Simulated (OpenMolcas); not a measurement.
**O³⁺: the spin-orbit constant, worked from levels**

| Item | Value |
| --- | --- |
| Program | OpenMolcas 26.06 |
| Basis | ANO-RCC-VTZP [4s3p2d1f] |
| Scalar Hamiltonian | DKH2, point nucleus |
| Active space | 3 electrons in 9 orbitals (RAS2 2s 2p; RAS3 3d, at most 2 electrons) |
| State averaging | 2S+1 = 4 odd, 1 root; 2S+1 = 2 odd, 11 roots; 2S+1 = 4 even, 3 roots; 2S+1 = 2 even, 9 roots |
| Spin-orbit coupling | RASSI with atomic mean-field integrals over the reference wave functions, term energies averaged over their components |

Methods: RASSCF; MS-RASPT2, IPEA 0.25 Eh, imaginary shift 0.1 Eh (closed shells correlated: 1s). Measured levels: Moore, Selected Tables of Atomic Spectra, NSRDS-NBS 3, section 10.

**The spin-orbit constant.** For the Hund term 2P* of p1, E(J) = (A/2) J(J+1) + constant and ζ = 2S·A = A. From J = 1/2 to J = 3/2 the energy changes by 1.5 A.

```tsv
Source	E(3/2) - E(1/2)	A	ζ
RASSCF	358.4	238.9	239
MS-RASPT2	359.0	239.3	239
measured	385.9	257.3	257
```

All in cm-1. MS-RASPT2 is off by -7.0 % and RASSCF by -7.1 %. Both methods take the spin-orbit matrix elements from the reference wave functions, so the second can move ζ only through the term energies and any multistate remixing.

Active for correlation alone: 3d; no level in the range computed is led by a configuration that fills it, so any true level of that kind is missing. Measured partners are found by configuration, term and J. A level has none where our copy of the source lacks it or the pairing is in doubt (some pairs that miss far off the trend of their configuration count as doubtful), and it then counts in no deviation. Levels of configurations outside the active space are missing.

* marks odd parity.
